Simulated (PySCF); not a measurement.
A calculated (UHF, PySCF 2.14, cc-pVDZ, the non-relativistic Hamiltonian (point nucleus)) atom or ion has these occupied shells.

| shell | electrons | orbital energy (eV) | rms radius, mean of both spins (bohr) |
| --- | --- | --- | --- |
| 1s α | 1 | -8318.6 | 0.0635 |
| 1s β | 1 | -8318.6 | 0.0635 |
| 2s α | 1 | -1033.8 | 0.268 |
| 2s β | 1 | -1032.8 | 0.268 |
| 2p α | 3 | -898.53 | 0.239 |
| 2p β | 3 | -897.54 | 0.239 |
| 3s α | 1 | -136.32 | 0.811 |
| 3s β | 1 | -133.66 | 0.811 |
| 3p α | 3 | -93.321 | 0.862 |
| 3p β | 3 | -90.128 | 0.862 |
| 3d α | 5 | -21.669 | 1.20 |
| 3d β | 4 | -20.097 | 1.20 |

(1) Name the element and its charge.

Results:

(1) Ni⁺ (nickel, charge +1), in [Ar] 3d9, 2D determinant.
